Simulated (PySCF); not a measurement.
A PySCF script (with the pyscf-properties extension) for the NMR shieldings of SMILES C(C(C[SiH2]C#N)=O)C[SiH3], C₅H₁₁NOSi₂, on a GFN2-xTB geometry:

```python
import basis_set_exchange as bse
import numpy as np
from pyscf import gto, dft
from pyscf.prop import nmr

atoms = """
N     5.138614   -1.510156   -0.852632
C     4.128716   -1.211789   -0.401522
Si    2.490857   -0.721346    0.367255
C     1.308489   -0.530730   -1.126443
C     0.041723   -0.088125   -0.480185
O     0.021672   -0.011422    0.733297
C    -1.164562    0.231257   -1.303786
C    -2.112955    1.149738   -0.544630
Si   -2.415152    0.578868    1.258010
H     2.729522    0.562141    1.019257
H     2.098784   -1.835899    1.223118
H     1.636288    0.200274   -1.866180
H     1.140842   -1.460174   -1.672588
H    -0.862534    0.644773   -2.270248
H    -1.662334   -0.724881   -1.502181
H    -1.695646    2.157526   -0.536524
H    -3.055181    1.207533   -1.087976
H    -3.820864    0.945145    1.517401
H    -2.347244   -0.878916    1.357108
H    -1.604185    1.306860    2.224401
"""
names = dict.fromkeys(["N", "C", "Si", "O", "H"], "pcSseg-1")
basis = {el: gto.basis.parse(bse.get_basis(n, elements=[el], fmt="nwchem")) for el, n in names.items()}
mol = gto.M(atom=atoms, basis=basis, charge=0, verbose=0)
mf = dft.RKS(mol, xc="PBE0")
mf.grids.level = 2
mf.grids.alignment = dft.numint.BLKSIZE   # the property module wants whole blocks of grid points
mf.conv_tol = 1e-9
mf.kernel()

calc = nmr.RKS(mf)   # GIAO
C = mf.mo_coeff
Co = C[:, mf.mo_occ > 0]
resp = mf.gen_response(singlet=True, hermi=2)
def vind(x):   # induced exchange potential for any number of trial vectors
    d = np.einsum("pi,xij,qj->xpq", C, 2 * x.reshape(-1, C.shape[1], Co.shape[1]), Co, optimize=True)
    return np.einsum("xpq,pi,qj->xij", resp(d - d.transpose(0, 2, 1)), C, Co, optimize=True).ravel()
mo1, _ = nmr.rhf.solve_mo1(calc, with_cphf=vind)
sigma = calc.kernel(mo1)
for i, s in enumerate(sigma):   # ppm
    w = np.linalg.eigvalsh((s + s.T) / 2)
    print("%2d %-2s iso %8.1f  s11 %8.1f  s22 %8.1f  s33 %8.1f" % (i, mol.atom_pure_symbol(i), w.mean(), *w))
```

**Question.** What does it print?

**Answer.** 
```
 0 N  iso    -95.0  s11   -293.0  s22   -289.7  s33    297.7
 1 C  iso     61.4  s11    -54.6  s22    -50.6  s33    289.4
 2 Si iso    436.0  s11    397.4  s22    443.7  s33    466.8
 3 C  iso    152.5  s11    125.2  s22    134.1  s33    198.2
 4 C  iso    -41.8  s11   -122.5  s22   -106.7  s33    103.7
 5 O  iso   -298.5  s11   -789.9  s22   -400.0  s33    294.3
 6 C  iso    144.4  s11    125.6  s22    135.3  s33    172.3
 7 C  iso    181.2  s11    171.1  s22    179.8  s33    192.9
 8 Si iso    422.7  s11    392.9  s22    407.2  s33    468.0
 9 H  iso     27.2  s11     23.3  s22     26.7  s33     31.7
10 H  iso     27.2  s11     23.3  s22     26.5  s33     31.7
11 H  iso     29.2  s11     25.5  s22     29.9  s33     32.3
12 H  iso     29.1  s11     25.6  s22     29.6  s33     32.1
13 H  iso     28.5  s11     23.9  s22     28.4  s33     33.3
14 H  iso     29.3  s11     25.4  s22     28.9  s33     33.4
15 H  iso     30.9  s11     26.4  s22     29.0  s33     37.3
16 H  iso     30.9  s11     25.4  s22     28.7  s33     38.5
17 H  iso     27.7  s11     23.7  s22     25.7  s33     33.7
18 H  iso     27.9  s11     24.8  s22     27.3  s33     31.7
19 H  iso     27.3  s11     23.6  s22     26.2  s33     31.9
```

These numbers come from an equivalent density-fitted implementation of the same equations, which agrees with the script to about 0.01 ppm for H and up to a few tenths of a ppm for heavy atoms, so last digits may differ.

**Question.** Turn these shieldings into chemical shifts. References, each an isolated molecule treated in the same way: 15N (σ = 267.73 ppm) vs NH3; 13C (σ = 186.93 ppm) and 29Si (σ = 349.16 ppm) and 1H (σ = 31.72 ppm) vs TMS; 17O (σ = 336.08 ppm) against H2O.

**Answer.** Averaging equivalent atoms: N 0: 362.7; C 4: 228.8; C 1: 125.5; C 6: 42.5; C 3: 34.5; C 7: 5.7; Si 8: -73.5; Si 2: -86.8; O 5: 634.6; H 9/10: 4.52; H 17/18/19: 4.08; H 13/14: 2.81; H 11/12: 2.55; H 15/16: 0.82 ppm. Unscaled 17O shifts of doubly bonded oxygen tend to come out too high, by tens of ppm or more. Experimental scales use liquid or dissolved standards, which lie at an offset from isolated NH3 (liquid NH3: subtract about 20 ppm) and H2O (liquid H2O: subtract about 36 ppm). Unscaled 15N shifts of sp2 nitrogen come out 20 to 40 ppm too high even then.

Size and cost of the density-fitted run: 222 basis functions, 52 s wall time on 1 thread of an Arm Neoverse V1, shared host; peak memory 1.1 GiB.
